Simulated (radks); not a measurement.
The phosphorus ion P+ inside a hard spherical wall (all orbitals vanish at R), configuration held at [Ne] 3s2 3p2 and not refilled when levels cross. All-electron calculation, scalar-relativistic Kohn-Sham, LDA (Slater exchange, VWN5 correlation), spin-polarised, spherical densities, finite nucleus; open shells are filled with parallel spins first; Fermi nuclear charge, rms radius 3.1889 fm. Program: a radial shooting solver on a logarithmic mesh with Libxc functionals. Eigenvalues in eV for spin up, with the zero of energy where the potential of the charges vanishes at infinity; a dash marks a level that is unbound or too diffuse for the functional's potential to be trusted. A positive occupied level is held by the wall or, in an anion where self-interaction has pushed it up, behind a barrier. The pressure on the wall is -dE/dV.

| R (bohr) | E (hartree) | kinetic (hartree) | e(2s) | e(2p) | e(3s) | e(3p) | e(4s, empty) | e(3d, empty) | pressure (GPa) |
|---|---|---|---|---|---|---|---|---|---|
| free | -340.46598 | 341.251 | -183.74 | -135.17 | -24.078 | -15.003 | -5.020 | -4.313 | 0 |
| 8 | -340.46589 | 341.252 | -183.73 | -135.16 | -24.073 | -14.997 | -4.454 | -4.159 | 0.00600 |
| 6 | -340.46244 | 341.286 | -183.55 | -134.97 | -23.952 | -14.852 | -1.975 | -3.454 | 0.419 |
| 4 | -340.33844 | 342.025 | -180.58 | -131.99 | -21.897 | -12.232 | 14.202 | 1.386 | 33.2 |
| 3.5 | -340.15533 | 342.874 | -177.85 | -129.22 | -19.669 | -9.438 | 27.087 | 5.261 | 106 |
| 2.5 | -338.53555 | 348.462 | -164.92 | -116.10 | -4.235 | 8.552 | 95.896 | 25.166 | 1370 |
| 1.5 | -324.59317 | 383.753 | -122.43 | -71.606 | 108.05 | 120.63 | 438.84 | 113.98 | 40500 |
